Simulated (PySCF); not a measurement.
C₃H₉N. Atoms are numbered in the order given.

```xyz
13

C     -1.8851    -0.0866     0.2589
C     -0.4835    -0.5201    -0.1507
N      0.4896     0.5278     0.0994
C      1.8475     0.1721    -0.2570
H     -2.1715     0.8377    -0.2662
H     -2.6265    -0.8677     0.0298
H     -1.9373     0.1123     1.3433
H     -0.2256    -1.4792     0.3589
H     -0.4679    -0.7466    -1.2326
H      0.4476     0.8048     1.0799
H      2.5353     0.9920     0.0034
H      1.9203     0.0170    -1.3472
H      2.2250    -0.7578     0.2275
```

The structure is a stationary point at B3LYP-D3(BJ)/def2-SVP. One conformer was computed; it need not be the lowest.

Method: B3LYP-D3(BJ)/def2-SVP in PySCF 2.14.0.

Harmonic, unscaled wavenumbers; measured fundamentals usually lie a few per cent lower.

| mode | ν (cm⁻¹) | IR (km/mol) | Raman (Å⁴/amu) | depolarisation | moving atoms (share of kinetic energy) |
|---|---|---|---|---|---|
| 1 | 125 | 1.6 | 0.2 | 0.67 | H 41 %, C 38 %, N 20 % |
| 2 | 231 | 0.5 | 0.2 | 0.60 | H 95 % |
| 3 | 272 | 1.2 | 0.1 | 0.42 | H 50 %, C 33 %, N 17 % |
| 4 | 286 | 2.3 | 0.2 | 0.56 | H 75 %, C 14 %, N 11 % |
| 5 | 455 | 1.1 | 2.2 | 0.26 | C 55 %, H 31 %, N 14 % |
| 6 | 758 | 100.6 | 3.5 | 0.74 | H 76 %, N 15 %, C 9 % |
| 7 | 818 | 0.5 | 0.4 | 0.74 | H 91 %, C 8 % |
| 8 | 894 | 1.7 | 6.5 | 0.43 | H 62 %, C 28 %, N 10 % |
| 9 | 1038 | 10.3 | 1.3 | 0.71 | H 53 %, C 40 % |
| 10 | 1056 | 4.8 | 2.3 | 0.46 | H 54 %, C 43 % |
| 11 | 1108 | 3.4 | 5.3 | 0.70 | H 71 %, C 28 % |
| 12 | 1164 | 17.9 | 4.4 | 0.42 | H 45 %, C 32 %, N 23 % |
| 13 | 1197 | 33.6 | 2.4 | 0.68 | H 37 %, C 32 %, N 31 % |
| 14 | 1236 | 5.6 | 1.1 | 0.65 | H 48 %, C 36 %, N 16 % |
| 15 | 1296 | 5.6 | 8.8 | 0.74 | H 84 %, C 9 % |
| 16 | 1371 | 8.8 | 1.6 | 0.67 | H 78 %, C 21 % |
| 17 | 1405 | 17.8 | 5.6 | 0.72 | H 71 %, C 28 % |
| 18 | 1443 | 1.0 | 10.3 | 0.73 | H 86 %, C 13 % |
| 19 | 1458 | 12.7 | 7.7 | 0.72 | H 93 % |
| 20 | 1463 | 6.5 | 28.2 | 0.74 | H 93 % |
| 21 | 1474 | 4.6 | 22.8 | 0.75 | H 97 % |
| 22 | 1479 | 1.5 | 6.1 | 0.70 | H 88 %, C 9 % |
| 23 | 1504 | 12.2 | 17.7 | 0.74 | H 90 % |
| 24 | 1506 | 12.8 | 4.3 | 0.63 | H 88 %, C 8 % |
| 25 | 2892 | 86.9 | 93.7 | 0.29 | H 93 % |
| 26 | 2916 | 134.2 | 175.1 | 0.17 | H 95 % |
| 27 | 3024 | 12.7 | 176.9 | 0.05 | H 96 % |
| 28 | 3029 | 40.1 | 50.2 | 0.73 | H 93 % |
| 29 | 3047 | 41.1 | 107.3 | 0.24 | H 93 % |
| 30 | 3102 | 34.2 | 65.5 | 0.58 | H 91 %, C 9 % |
| 31 | 3103 | 29.1 | 92.0 | 0.66 | H 91 %, C 9 % |
| 32 | 3125 | 23.1 | 75.8 | 0.75 | H 90 %, C 10 % |
| 33 | 3510 | 0.1 | 83.6 | 0.23 | H 93 % |
